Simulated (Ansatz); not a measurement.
Geometry optimisation, RKS r2SCAN-D4/def2-SVP (Ansatz 0.2.0).

Input file:

```yaml
crystal:
  periodic: [false, false, false]
  atoms:
    - { symbol: Zr, position_ang: [-0.440904, 0.060947, -0.523841] }
    - { symbol: F, position_ang: [-0.064396, -0.669494, 2.533343] }
    - { symbol: F, position_ang: [0.889917, 1.230219, 0.154197] }
    - { symbol: F, position_ang: [-1.017351, 0.703616, -2.209057] }
    - { symbol: F, position_ang: [-0.023187, -1.787021, -0.647501] }
    - { symbol: Si, position_ang: [-2.660818, 0.270333, 0.900584] }
    - { symbol: H, position_ang: [-3.913796, -0.118658, 0.170725] }
    - { symbol: H, position_ang: [-2.648388, -0.618103, 2.125361] }
    - { symbol: H, position_ang: [-2.874628, 1.653317, 1.446008] }
    - { symbol: H, position_ang: [-0.976548, -0.725157, 2.70378] }
basis:
  gaussian: { orbitals: def2-SVP }
hamiltonian:
  xc: r2scan
  dispersion: d4
relax:
  f_tol: 0.03
  max_steps: 50
output:
  orbitals: {}
```

Launched with:

```bash
$ ansatz run input.yaml --threads 4 --pin off --max-ram 5120MiB --backend cpu --events-out ev --progress --plain --runs-dir out
```

Q: Where does it end, and by what steps?

A: The run converged. The force dipped under the threshold on the way, but the program's further checks kept it going. After 16 steps the energy has fallen by 0.452 eV; F2 moved furthest, 0.67 Å. Joined: Zr1–F2 (3.17 → 2.34 Å).

```
step  energy less start (eV)  largest force component (eV/Å)  accepted
   0                  0.0000                           0.957       yes
   1                 -0.1105                           0.833       yes
   2                 -0.2815                           0.570       yes
   3                 -0.3809                           0.521       yes
   4                 -0.4081                           0.254       yes
   5                 -0.4168                           0.700       yes
   6                 -0.4204                           0.538       yes
   7                 -0.4341                           0.342       yes
   8                 -0.4439                           0.118       yes
   9                 -0.4500                           0.021       yes
  10                 -0.4157                           0.717        no
  11                 -0.4466                           0.312        no
  12                 -0.4511                           0.083       yes
  13                 -0.4514                           0.083       yes
  14                 -0.4511                           0.069        no
  15                 -0.4518                           0.044       yes
  16                 -0.4520                           0.015       yes
```

```xyz
10
Properties=species:S:1:pos:R:3
Zr -0.294 -0.016 -0.293
F -0.214 -0.819 1.903
F 1.076 1.147 0.327
F -0.805 0.736 -1.958
F 0.102 -1.826 -0.720
Si -2.771 0.353 0.974
H -3.965 -0.422 0.508
H -2.526 -0.250 2.376
H -3.217 1.743 1.311
H -1.117 -0.645 2.224
```

Whether the end is a true minimum wasn't checked by a vibrational analysis.

Run time: 69 s on 4 threads of Arm Neoverse V1 (shared host), peak memory 0.22 GiB.
